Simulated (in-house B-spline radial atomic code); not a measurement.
**Correlation energy from the adiabatic connection: ω²r²/2 − Z/r, ω = 0.0257, Z = -0.5**

Two electrons in a singlet, external potential ω²r²/2 − Z/r, ω = 0.0257, Z = -0.5 (atomic units). Full CI in B-splines (partial waves to l = 8, correlation up to 0.6 % small) with the density held fixed gives W(λ) = <V_ee>_λ − U, and E_c is the integral of W(λ) − W(0) from 0 to 1.

```tsv
λ	W(λ) − W(0) (hartree)
0	0.00000
0.02	-0.00271
0.05	-0.00610
0.12	-0.01170
0.25	-0.01732
0.4	-0.02055
0.6	-0.02285
0.8	-0.02420
1	-0.02512
```

Problem. Integrate the table by the trapezoid rule.

Solution. The strips give -0.00003, -0.00013, -0.00062, -0.00189, -0.00284, -0.00434, -0.00471, -0.00493, which sum to -0.01949 hartree. The direct value, W(1) − W(0) + T_c with T_c = 0.00551, is -0.01961; the curve is convex, so chords lie above it and the trapezoids fall short in size by 0.66 %.

Problem. Now use only three numbers: W(0) = -0.076201, the initial slope W'(0) = -0.1445 (extrapolated from the first points) and the strong-coupling limit of the point-charge-plus-continuum model, W∞ = -0.097762. What do second-order theory and the interpolation W(λ) = W∞ + (W(0) − W∞)/√(1 + 2χλ) of Seidl, Perdew and Levy give?

Solution. Second order keeps the slope alone: E_c = W'(0)/2 = -0.07225, +268 % in size against -0.01961. Matching the slope fixes χ = W'(0)/(W∞ − W(0)) = -0.1445/(-0.02156) = 6.70192. Integrating, with s = √(1 + 2χ) = 3.795238, E_c = −(W(0) − W∞)(s − 1)/(s + 1) = −0.02156 × 2.795238/4.795238 = -0.01257 hartree, -35.9 % in size against the full result. At λ = 1 the formula gives W − W(0) = -0.01588 against -0.02512. Part of the miss can come from the model's W∞, which here lies above the computed W at λ = 7, -0.10631. The slope is uncertain by some per cent for so bent a curve.
